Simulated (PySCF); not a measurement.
quinoxaline (C₈H₆N₂), SMILES n1c2ccccc2ncc1.

The structure is a stationary point at B3LYP-D3(BJ)/def2-SVP.

These are PySCF with ωB97X/def2-SVP values and carry that method's errors.

The molecule is in vacuum.

Computed frontier levels, gap, dipole moment and polarisability:
* **highest occupied level**: -9.26 eV
* **lowest empty level**: -0.04 eV
* **orbital gap**: 9.23 eV
* **dipole moment**: 0.41 D
* **quadrupole, principal values (traceless, Buckingham form, about the centre of nuclear charge)**: -7.43, -7.23, 14.66 D·Å
* **mean static polarisability**: 93.6 bohr³ (13.87 Å³)
* **polarisability, principal values**: 40.9, 94.2, 145.5 bohr³
